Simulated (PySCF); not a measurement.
**Correlation energy of Sc (scandium, neutral)**

[Ar] 3d1 4s2, 2D determinant. Calculation: PySCF 2.14, in x2c-TZVPPall; the spin-free X2C one-electron Hamiltonian (Gaussian nucleus). Frozen: [Ar]; 3 electrons correlated.

```
  level  correlation energy (mhartree)
   CCSD                         -39.60
    (T)                          -1.09
CCSD(T)                         -40.69
```

Diagnostics: T1 = 0.026, D1 = 0.0456, largest double amplitude 0.147.

Q: Is a single reference adequate?

A: Mostly. T1 lies below 0.03, but a double amplitude of this size points to a near-degeneracy that CCSD handles and MP2 describes poorly.
